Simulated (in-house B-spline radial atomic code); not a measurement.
**OLYP excitations of Pd**

Method: OLYP. Computed with a B-spline radial code for spherical atoms: linear response of the closed shell [Kr] 4d10 with the functional's adiabatic kernel; non-relativistic, point nucleus, no spin-orbit coupling, no double excitations, S, P, D and F terms only; shells from n = 2 respond. Only terms of natural parity with L up to 3 were computed.

Without relativity these are model numbers for so heavy an element.

Command:
```bash
python run_td.py task.json out
```
Settings (radii: box in bohr, nucleus in fm):
```
Z                        46
electrons                46
configuration            [Kr] 4d10
hamiltonian              nr
method                   optx,lyp
box_radius               75
intervals                61
```

Run time, properties included: 4.9 s on 1 thread of Arm Neoverse N1 (shared host).

The lowest states, in the order of their Tamm-Dancoff energies; the method's threshold (minus the highest occupied level) is 3.942 eV. Labels give the largest channel, * marks a mixed state, and oscillator strengths are full-response dipole values. Semilocal kernels can invert the small singlet-triplet splittings of Rydberg terms. Energies in eV:

| state | full response | Tamm-Dancoff | oscillator strength |
| --- | --- | --- | --- |
| 4d → 5s 3D | 0.990 | 1.067 | - |
| 4d → 5s 1D | ? | ? | - |
| 4d → 5p 3F | ? | ? | - |
| 4d → 5p 3P | 3.466 | 3.485 | - |
| 4d → 5p 1F | 3.486 | 3.488 | - |
| 4d → 5p 1P | 3.682 | 3.708 | 0.17 |

Where does 4d → 5p 3F lie?

At 3.443 eV in full response, 3.457 eV in Tamm-Dancoff.

Where does 4d → 5s 1D lie?

At 1.448 eV in full response, 1.463 eV in Tamm-Dancoff.

How large is the singlet-triplet splitting of 4d → 5s (D terms) in Tamm-Dancoff?

0.396 eV, from the unrounded values.

What polarisabilities and dispersion coefficient does the method give?

Dipole 29.12 bohr³, quadrupole 513.1 bohr⁵, C6 202.5 hartree·bohr⁶ for two such species. Recommended dipole value: 26.14 ± 0.1 bohr³ (Schwerdtfeger and Nagle, table of static dipole polarizabilities (2023 update)), which includes relativity and correlation.
